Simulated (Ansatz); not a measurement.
A structure drawn as `C#CO[SiH2]Br`, with this starting geometry:

```xyz
8

C     0.3841    2.2899    0.1151
C    -0.1445    1.2561    0.3817
O    -0.7106    0.1082    0.6733
Si   -0.1124   -1.3146   -0.1696
Br   -1.2188   -3.0420    0.4997
H     0.7611    3.2767   -0.0291
H    -0.2777   -1.0981   -1.6339
H     1.3189   -1.4762    0.1628
```

Total charge 0; spin multiplicity 1.

Q: Does it keep its bonds when Ansatz relaxes it at PBE-D4/def2-SVP and then PBE0-D4/def2-TZVP?

A: Yes, every drawn bond is still there and no new one forms.

Q: Give the relaxed structure. (Estimate.)

A: The calculation gave: 
```xyz
8

C    -1.381    1.665    0.874
C    -0.729    0.660    0.829
O    -0.028   -0.428    0.792
Si    0.771   -0.851   -0.619
Br    1.793   -2.737   -0.171
H    -1.962    2.553    0.929
H    -0.223   -1.057   -1.691
H     1.760    0.195   -0.944
```
All modes are real.

Atoms count as bonded under 1.1 times the sum of their covalent radii (H–H under 0.85 Å, pairs among N, O and F under 1.55 Å), and a drawn bond as lost past 1.3 times.
